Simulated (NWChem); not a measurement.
System: CH5FSi; SMILES C[SiH2]F

Input file for NWChem:

```
start job
memory heap 200 mb stack 900 mb global 1100 mb
geometry units angstroms noautosym nocenter noautoz
  Si     0.459657     0.149547    -0.000088
  C     -0.467734    -1.476851    -0.000614
  F     -0.589504     1.384270    -0.000047
  H      1.312198     0.269648     1.213074
  H      1.312670     0.270112    -1.212877
  H     -1.104875    -1.575247    -0.886500
  H      0.240662    -2.314922    -0.002012
  H     -1.103325    -1.576808     0.886202
end
basis spherical
  Si library 6-311g**
  C library 6-311g**
  F library 6-311g**
  H library 6-311g**
end
dft
  xc bhlyp
  iterations 150
end
tddft
  cis
  ecut -63.0
  nroots 6
  notriplet
end
task tddft energy
```

Output (shortened):

```
             Northwest Computational Chemistry Package (NWChem) 7.3.0
             --------------------------------------------------------

                             Geometry "geometry" -> ""
                             -------------------------

 Output coordinates in angstroms (scale by  1.889725989 to convert to a.u.)

  No.       Tag          Charge          X              Y              Z
 ---- ---------------- ---------- -------------- -------------- --------------
    1 Si                  14.0000     0.45965700     0.14954700    -0.00008800
    2 C                    6.0000    -0.46773400    -1.47685100    -0.00061400
    3 F                    9.0000    -0.58950400     1.38427000    -0.00004700
    4 H                    1.0000     1.31219800     0.26964800     1.21307400
    5 H                    1.0000     1.31267000     0.27011200    -1.21287700
    6 H                    1.0000    -1.10487500    -1.57524700    -0.88650000
    7 H                    1.0000     0.24066200    -2.31492200    -0.00201200
    8 H                    1.0000    -1.10332500    -1.57680800     0.88620200

 Effective nuclear repulsion energy (a.u.)     114.9280325509

                                 NWChem DFT Module
                                 -----------------

 Summary of "ao basis" -> "ao basis" (spherical)
 ------------------------------------------------------------------------------
       Tag                 Description            Shells   Functions and Types
 ---------------- ------------------------------  ------  ---------------------
 Si                         6-311g**                12       26   6s5p1d
 C                          6-311g**                 8       18   4s3p1d
 F                          6-311g**                 8       18   4s3p1d
 H                          6-311g**                 4        6   3s1p

            General Information
            -------------------
          SCF calculation type: DFT
          Wavefunction type:  closed shell.
          No. of atoms     :     8
          No. of electrons :    34
           Alpha electrons :    17
            Beta electrons :    17
          Charge           :     0
          Spin multiplicity:     1
          Use of symmetry is: off; symmetry adaption is: off
          Maximum number of iterations: 150
          AO basis - number of functions:    92
                     number of shells:    48
          Convergence on energy requested:  1.00D-06
          Convergence on density requested:  1.00D-05
          Convergence on gradient requested:  5.00D-04

[...]

                                NWChem TDDFT Module
                                -------------------

            General Information
            -------------------
           No. of orbitals :     184
            Alpha orbitals :      92
             Beta orbitals :      92
        Alpha frozen cores :       0
         Beta frozen cores :       0
     Alpha frozen virtuals :       0
      Beta frozen virtuals :       0
         Spin multiplicity :       1
    Number of AO functions :      92
        Use of symmetry is : off
      Symmetry adaption is : off
         Schwarz screening :  0.10D-07

              XC Information
              --------------
                 BHLYP Method XC Functional
              Hartree-Fock (Exact) Exchange   0.50
                 Slater Exchange Functional   0.50 local
             Becke 1988 Exchange Functional   0.50 non-local
       Lee-Yang-Parr Correlation Functional   1.00

             TDDFT Information
             -----------------
          Calculation type : Tamm-Dancoff TDDFT
         Wavefunction type : Restricted singlets
          No. of electrons :      34
           Alpha electrons :      17
            Beta electrons :      17
              No. of roots :       6
          Max subspacesize :    5200
            Max iterations :     100
               Target root :       1
           Target symmetry : none
             Energy Cutoff :-0.63D+02
      Symmetry restriction : off
                 Algorithm : Optimal
        Davidson threshold :  0.10D-03

    6 smallest eigenvalue differences (eV)
--------------------------------------------------------
  No. Spin  Occ  Vir  Irrep   E(Occ)    E(Vir)   E(Diff)
--------------------------------------------------------
    1    1    1   18 a       -67.166     0.052  1829.100
    2    1    1   19 a       -67.166     0.069  1829.554
    3    1    1   20 a       -67.166     0.115  1830.811
    4    1    1   21 a       -67.166     0.123  1831.022
    5    1    1   22 a       -67.166     0.126  1831.116
    6    1    1   23 a       -67.166     0.137  1831.420
--------------------------------------------------------

  Entering Davidson iterations
  Restricted singlet excited states

  Iter   NTrls   NConv    DeltaV     DeltaE      Time
  ----  ------  ------  ---------  ---------  ---------
    1      6       0     0.11E+00   0.10+100       14.5
    2     12       0     0.24E-01   0.33E-01       11.7
    3     18       0     0.77E-02   0.15E-02        9.2
    4     24       0     0.32E-02   0.10E-03        9.3
    5     30       4     0.28E-03   0.17E-05        9.6
    6     32       6     0.56E-04   0.65E-08        9.1
  ----  ------  ------  ---------  ---------  ---------
  Convergence criterion met

  Ground state a        -430.496243596125 a.u.

  ----------------------------------------------------------------------------
  Root   1 singlet a             67.027940923 a.u.             1823.9239 eV
  ----------------------------------------------------------------------------
     Transition Moments    X -0.00738   Y  0.00859   Z  0.00000
     Dipole Oscillator Strength                    0.0057351469
     Electric Quadrupole                           0.0001803666
     Magnetic Dipole                               0.0002395468
     Total Oscillator Strength                     0.0061550603

[...]
```

Level: BHandHLYP/6-311G** (spherical d), restricted-window TDA. The geometry was optimised at B3LYP/6-31G* (spherical d). The quadrupole and magnetic terms of the printed total strengths depend on the origin.
